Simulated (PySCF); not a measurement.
B(Cl)(OMe)(SeH) (CH₄BClOSe), SMILES COB(Cl)[SeH]. Atoms are numbered in the order given.

```xyz
9

B     -0.2200     0.6078     0.0000
Cl     0.7397     2.0978     0.0000
O     -1.5551     0.7262     0.0000
C     -2.4506    -0.3714     0.0000
H     -2.3087    -0.9972     0.8972
H     -3.4746     0.0258     0.0000
H     -2.3087    -0.9972    -0.8972
Se     0.6398    -1.1672     0.0000
H      2.0090    -0.6284     0.0000
```

Coordinates come from a B3LYP-D3(BJ)/def2-SVP optimisation. The structure was generated by enumeration, and PubChem lists no compound with its InChIKey, so it may never have been made. The values are those of a single conformer.

Level of theory: PySCF with KT2/pcSseg-1.

GIAO shieldings, no solvent; atoms alike by connectivity are averaged. δ = σ(ref) − σ: ¹¹B against BF3 (σ = 89.8 ppm); ³⁵Cl against HCl (σ = 945.4 ppm); ¹⁷O against H2O (σ = 330.4 ppm); ¹³C against TMS (σ = 185.1 ppm); ¹H against TMS (σ = 31.47 ppm); ⁷⁷Se against Me2Se (σ = 1692.1 ppm), references at their B3LYP-D3(BJ)/def2-TZVP geometries, non-relativistic (without spin–orbit terms, shifts of atoms bonded to Cl or Br come out too high).

```
atoms       nucleus  count  δ (ppm)
----------  -------  -----  -------
B1              ¹¹B      1      ___
Cl2            ³⁵Cl      1    209.6
O3              ¹⁷O      1    173.9
C4              ¹³C      1     59.1
H5, H6, H7       ¹H      3      ___
H9               ¹H      1      ___
Se8            ⁷⁷Se      1   -155.3
```

Task: Complete the blanks. (Estimate from the structure and the level; the computed values follow.)

Result: 
- H5, H6, H7, δ (ppm): 4.13
- B1, δ (ppm): 29.1
- H9, δ (ppm): 2.37
